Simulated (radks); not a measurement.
Results of a calculation; reference values are marked as such.
Mn3+, configuration [Ar] 3d3 4d1 (not the ground configuration). Code: a radial shooting solver on a logarithmic mesh with Libxc functionals. Model: Dirac Kohn-Sham, LDA (Slater exchange, Perdew-Zunger correlation), spin-unpolarised, spherical densities, finite nucleus; open shells are shared between the two j in proportion to 2j + 1; Fermi nuclear charge, rms radius 3.7057 fm.

Unscreened Slater integrals over Kohn-Sham orbitals (cm^-1). Large and small components are both included.

\begin{tabular}{lr}
integral & value \\ \hline
F0(4d5/2,4d5/2) & 60053 \\
F2(4d5/2,4d5/2) & 31414 \\
F4(4d5/2,4d5/2) & 21167 \\
F0(4d5/2,4d3/2) & 60090 \\
F2(4d5/2,4d3/2) & 31433 \\
G2(4d5/2,4d3/2) & 31431 \\
G4(4d5/2,4d3/2) & 21178 \\
F0(4d5/2,3d5/2) & 79730 \\
F2(4d5/2,3d5/2) & 16314 \\
F4(4d5/2,3d5/2) & 7452.0 \\
G0(4d5/2,3d5/2) & 6525.6 \\
G2(4d5/2,3d5/2) & 6888.6 \\
G4(4d5/2,3d5/2) & 5068.5 \\
F0(4d5/2,3d3/2) & 79758 \\
F2(4d5/2,3d3/2) & 16287 \\
G2(4d5/2,3d3/2) & 6884.5 \\
G4(4d5/2,3d3/2) & 5062.5 \\
F0(4d3/2,4d3/2) & 60127 \\
F2(4d3/2,4d3/2) & 31453 \\
F0(4d3/2,3d5/2) & 79807 \\
F2(4d3/2,3d5/2) & 16335 \\
G2(4d3/2,3d5/2) & 6875.0 \\
G4(4d3/2,3d5/2) & 5061.5 \\
F0(4d3/2,3d3/2) & 79835 \\
F2(4d3/2,3d3/2) & 16307 \\
G0(4d3/2,3d3/2) & 6525.7 \\
G2(4d3/2,3d3/2) & 6883.2 \\
F0(3d5/2,3d5/2) & 205610 \\
F2(3d5/2,3d5/2) & 97707 \\
F4(3d5/2,3d5/2) & 61313 \\
F0(3d5/2,3d3/2) & 205900 \\
F2(3d5/2,3d3/2) & 97826 \\
G2(3d5/2,3d3/2) & 97752 \\
G4(3d5/2,3d3/2) & 61341 \\
F0(3d3/2,3d3/2) & 206190 \\
F2(3d3/2,3d3/2) & 97947 \\
\end{tabular}
